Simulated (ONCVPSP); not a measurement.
# Varying the ONCV potential for Zr

Base potential:

```
Element                 : zirconium (Zr)
Generator               : ONCVPSP 4.0.1
Type                    : optimised norm-conserving Vanderbilt (ONCV)
Functional              : PBE
Relativity              : fully relativistic
Frozen core             : [Ar] 3d10
Valence charge          : 12
Reference configuration : 4s2 4p6 4d2 5s2
Partial waves           : 4s+5s: rc 2.05 bohr, ncon 4, nbas 8, qcut 6.4 1/bohr, 2 projectors; 4p: rc 2.20 bohr, ncon 3, nbas 7, qcut 6.5 1/bohr, 2 projectors, debl 0.9 Ha; 4d: rc 2.25 bohr, ncon 5, nbas 9, qcut 7.7 1/bohr, 3 projectors, debl 3.5 Ha
Local potential         : polynomial inside 1.60 bohr (lpopt 5, dvloc0 3 Ha)
Core correction         : none
```

Open shells are filled in proportion to 2j + 1.

In the p channel the program set the typed energies aside and used -1.172, 0.250 Ha (j = l + 1/2; the other j can differ).

All-electron outer shells of the reference configuration (PBE, scalar-relativistic, ld1.x):

```tsv
shell	level (eV)	outermost node (bohr)	outermost maximum (bohr)
3d	-174.71	–	0.35
4s	-54.50	0.55	1.08
4p	-32.46	0.56	1.17
5s	-4.44	1.47	3.15
4d	-3.60	0.58	1.59
```

Cutoffs, loose and tight: the cutoffs (Ha) at which the residual kinetic energy of the hardest occupied pseudo-wave falls to 1 and 0.1 mHa per electron. They do not see the model core or the augmentation charge, which bear on the density cutoff. Test errors are all-electron minus pseudo excitation energies from the reference, over the configurations 4s2 4p6 4d2 5s1; 4s2 4p6 4d2 5s0; 4s2 4p6 4d1 5s0; 4s2 4p6 4d2.5 5s1.5. A dash means not determined; rows that change the core or the reference have their own tests.

```tsv
change	outcome	cutoff, loose	cutoff, tight	bound ghosts	GHOST(+) flags above zero	largest test error (meV)
base	generated, projector energies reset by the program	15 Ha	19 Ha	none	none	+5.0
d: rc 1.72	generated, projector energies reset by the program	16 Ha	21 Ha	none	none	+4.4
d: rc 1.96	generated, projector energies reset by the program	16 Ha	20 Ha	none	none	+4.5
d: rc 2.16	generated, projector energies reset by the program	15 Ha	19 Ha	none	none	+4.8
d: rc 2.3	generated, projector energies reset by the program	15 Ha	18 Ha	none	none	+5.2
d: rc 2.58	generated, projector energies reset by the program	14 Ha	17 Ha	none	none	+8.3
d: rc 2.66	generated, projector energies reset by the program	13 Ha	16 Ha	none	d3/2	+7.3
d: rc 3.1	generated, projector energies reset by the program	13 Ha	16 Ha	none	d5/2, d3/2	-22
d: rc 3.28	generated, projector energies reset by the program	13 Ha	16 Ha	none	none	+18
```

(1) What comes out with this change to the base: d: rc 1.5; local potential polynomial inside 1.50 bohr (lpopt 5, dvloc0 3 Ha)?

(2) What comes out with this change to the base: d: rc 2.94?

## Answers

(1) outcome: generated, projector energies reset by the program; cutoff, loose: 18 Ha; cutoff, tight: 24 Ha; bound ghosts: none; GHOST(+) flags above zero: d5/2, d3/2; largest test error (meV): +5.0.

(2) outcome: generated, projector energies reset by the program; cutoff, loose: 13 Ha; cutoff, tight: 16 Ha; bound ghosts: none; GHOST(+) flags above zero: d5/2, d3/2; largest test error (meV): +11.

Reading the sweep of the d radius (base included, trends over the rows without a ghost): The loose cutoff falls from 18 Ha at 1.5 to 13 Ha at 3.28 bohr. A larger radius leaves more room for a smooth pseudo-wave, so fewer plane waves are needed; a smaller one forces it to follow the all-electron wave where it bends sharply. The median size of the test errors (rows with all tests solved) is not monotonic: lowest 1.5 meV at 2.58 bohr, highest 9.1 meV at 3.1 bohr.
